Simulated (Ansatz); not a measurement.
A structure relaxed at PBE0-D4/def2-TZVP, charge 0, multiplicity 1:

```tsv
atom	x (Å)	y (Å)	z (Å)
C1	0.898	0.587	-0.938
Si2	-0.196	-0.170	0.333
O3	-1.785	-0.135	-0.052
O4	0.279	-1.715	0.526
Br5	0.004	0.957	2.263
H6	0.651	1.640	-1.082
H7	0.769	0.065	-1.890
H8	1.944	0.512	-0.638
H9	-2.327	0.533	0.370
H10	-0.238	-2.274	1.108
```

Question: Give its formula and SMILES.

Answer: CH5BrO2Si, `C[Si](O)(O)Br`.

Question: Summarise the bond lengths by kind.

Answer: 1 × C–Si 1.840 Å; 3 × C–H 1.091 to 1.093 Å; 2 × O–Si 1.627 to 1.636 Å; 1 × Br–Si 2.244 Å; 2 × H–O 0.958 to 0.959 Å.

Program: Ansatz 0.2.0.
